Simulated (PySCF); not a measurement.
# NMR parameters of GeBr2H2

GeBr2H2, Br2GeH2, point group C2v.

Geometry:
```tsv
atom	x (Å)	y (Å)	z (Å)
Ge1	-0.167	0.002	-0.114
Br2	-0.141	-0.024	2.185
Br3	1.992	0.010	-0.899
H4	-0.843	1.297	-0.572
H5	-0.840	-1.285	-0.599
```

GIAO calculations in PySCF 2.14 on the PBE0-D3(BJ)/def2-SVP structure: isolated species, non-relativistic, equivalent atoms averaged; basis pcSseg-1 (pcSseg-2 on Ge).

Q: Give the isotropic shieldings (ppm) with B3LYP, PBE, PBE0.

A: 
```
             atoms                             environment  B3LYP    PBE   PBE0
           Br2/Br3                    bromine bonded to Ge   2460   2413   2526
               Ge1           germanium bonded to 2 Br, 2 H   1253   1224   1303
             H4/H5  hydrogen on a germanium bonded to 2 Br  25.07  24.58  24.95
HOMO–LUMO gap (eV)                                       –   6.67   5.04   7.24
```

Q: And the chemical shifts, against references computed in the same way?

A: 
```json
{"atoms": "Br2/Br3", "nucleus, reference": "⁷⁹Br, HBr", "B3LYP": "85", "PBE": "139", "PBE0": "59"}
{"atoms": "H4/H5", "nucleus, reference": "¹H, TMS", "B3LYP": "6.31", "PBE": "6.62", "PBE0": "6.32"}
```

Q: Which part of the shielding of Br2/Br3 depends on the functional?

A: Diamagnetic: B3LYP 3122, PBE 3121, PBE0 3121 ppm; paramagnetic: B3LYP -662, PBE -708, PBE0 -596 ppm. The diamagnetic part, set mainly by inner electrons, hardly moves; the paramagnetic part goes with low-lying magnetically allowed excitations and carries the spread.

Q: What couplings does PBE/pcJ-1 (pcSseg-1 on Br, pcSseg-1 on Ge) give?

A: ²J(H4,H5) = 43.1 Hz (averaged over equivalent pairs; isotopes ¹H).

Relativistic effects, spin–orbit coupling among them, are left out; they matter for Br, Ge and for the light atoms bonded to it.
